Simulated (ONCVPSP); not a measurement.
Before and after: ONCV potential for osmium (Os)

* Element: osmium
* Generator: ONCVPSP 4.0.1
* Type: optimised norm-conserving Vanderbilt (ONCV)
* Functional: PBE
* Relativity: fully relativistic
* Frozen core: [Kr] 4d10 4f14
* Valence charge: 16
* Reference configuration: 5s2 5p6 5d6 6s1.5 6p0.5
* Partial waves: 5s+6s: rc 1.40 bohr, ncon 3, nbas 6, qcut 6.6 1/bohr, 2 projectors; 5p+6p: rc 1.50 bohr, ncon 4, nbas 7, qcut 10.4 1/bohr, 2 projectors; 5d: rc 2.05 bohr, ncon 3, nbas 8, qcut 7.9 1/bohr, 2 projectors, debl 1.2 Ha
* Local potential: polynomial inside 1.25 bohr (lpopt 5, dvloc0 0 Ha)
* Core correction: Teter function, fcfact 2.25, rcfact 1.4

Open shells are filled in proportion to 2j + 1.

All-electron outer shells of the reference configuration (PBE, scalar-relativistic, ld1.x):

```json
{"shell": "4d", "level (eV)": "-273.79", "outermost node (bohr)": "0.21", "outermost maximum (bohr)": "0.44"}
{"shell": "5s", "level (eV)": "-92.49", "outermost node (bohr)": "0.51", "outermost maximum (bohr)": "0.91"}
{"shell": "4f", "level (eV)": "-52.91", "outermost node (bohr)": "–", "outermost maximum (bohr)": "0.40"}
{"shell": "5p", "level (eV)": "-51.78", "outermost node (bohr)": "0.55", "outermost maximum (bohr)": "1.03"}
{"shell": "5d", "level (eV)": "-7.13", "outermost node (bohr)": "0.60", "outermost maximum (bohr)": "1.36"}
{"shell": "6s", "level (eV)": "-6.79", "outermost node (bohr)": "1.20", "outermost maximum (bohr)": "2.45"}
{"shell": "6p", "level (eV)": "-1.73", "outermost node (bohr)": "1.43", "outermost maximum (bohr)": "3.47"}
```

Change: core correction Teter function, fcfact 2.25, rcfact 1.66.

Cutoffs: the cutoffs (Ha) at which the residual kinetic energy of the hardest occupied pseudo-wave falls to 1 and 0.1 mHa per electron; they do not see the model core or the augmentation charge, which bear on the density cutoff. Errors are all-electron minus pseudo energies relative to the spin-unpolarised reference configuration.

Problem. What does the change do?

Solution. The potential gets neither clearly harder nor softer (33 Ha and 51 Ha → 33 Ha and 51 Ha); of the 4 tests that both files solve, the error grows in 2 and shrinks in 0 by more than 15 % and 0.3 meV (median size 0.1 → 0.5 meV); neither file shows a bound ghost. A model core, the more so a compact one, raises the density cutoff, which this test does not measure.

| quantity | base | changed |
| --- | --- | --- |
| cutoff, loose | 33 Ha | 33 Ha |
| cutoff, tight | 51 Ha | 51 Ha |
| bound ghosts | none | none |
| GHOST(+) flags under 300 eV | s at 199.8 eV | s at 199.8 eV |
| error for 5s2 5p6 5d6 6s2 6p0, meV [ΔE -2.46 eV] | -0.2 | -0.4 |
| error for 5s2 5p6 5d6 6s1 6p0, meV [ΔE 7.13 eV] | +0.1 | -0.6 |
| error for 5s2 5p6 5d6 6s0 6p0, meV [ΔE 24.05 eV] | -1.0 | -7.5 |
| error for 5s2 5p6 5d6 6s1.5 6p0, meV [ΔE 1.46 eV] | 0.0 | 0.0 |
| s: phases at 1.42 bohr within 0.05 rad from the reference energy up to (Ha; the scan ends near 5) | 3.3 | 3.3 |
| p3/2: phases at 1.52 bohr within 0.05 rad from the reference energy up to (Ha; the scan ends near 5) | to the end of the scan | to the end of the scan |
| p1/2: phases at 1.52 bohr within 0.05 rad from the reference energy up to (Ha; the scan ends near 5) | to the end of the scan | to the end of the scan |
| d5/2: phases at 2.08 bohr within 0.05 rad from the reference energy up to (Ha; the scan ends near 5) | to the end of the scan | to the end of the scan |
| d3/2: phases at 2.08 bohr within 0.05 rad from the reference energy up to (Ha; the scan ends near 5) | to the end of the scan | to the end of the scan |
| rms error of d²Exc/dni dnj with the model core, mHa | 3.91 | 2.76 |
